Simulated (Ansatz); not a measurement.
Molecule: C4H2, net charge 0, singlet state. SMILES: C#CC#C
Structure (B3LYP-D3(BJ)/def2-TZVP (Ansatz, an electronic-structure program) minimum search):
```xyz
6

C      0.0000     0.0000    -1.8866
C      0.0000     0.0000    -0.6818
C      0.0000     0.0000     0.6818
C      0.0000     0.0000     1.8866
H      0.0000     0.0000    -2.9488
H      0.0000     0.0000     2.9488
```

Q: Give the harmonic wavenumbers at B3LYP-D3(BJ)/def2-TZVP (Ansatz, finite differences of forces, unscaled).

A: 239, 239, 533, 533, 660, 660, 666, 666, 918, 2113, 2282, 3471, 3473 cm⁻¹. Zero-point energy 23.5 kcal/mol.

Q: From these and the geometry, give the ideal-gas thermochemistry at 298.15 K and 1 atm (rigid rotor, harmonic oscillator).

A: Point group D∞h, rotational symmetry number 2. Rotational constants 4.426, 4.426 GHz. S(trans) 37.66, S(rot) 15.01, S(vib) 6.33, S(elec, spin only) 0.00, S 59.0 cal/(mol K). H(298) - H(0) 3.31 kcal/mol; G - E(el) 9.2 kcal/mol.
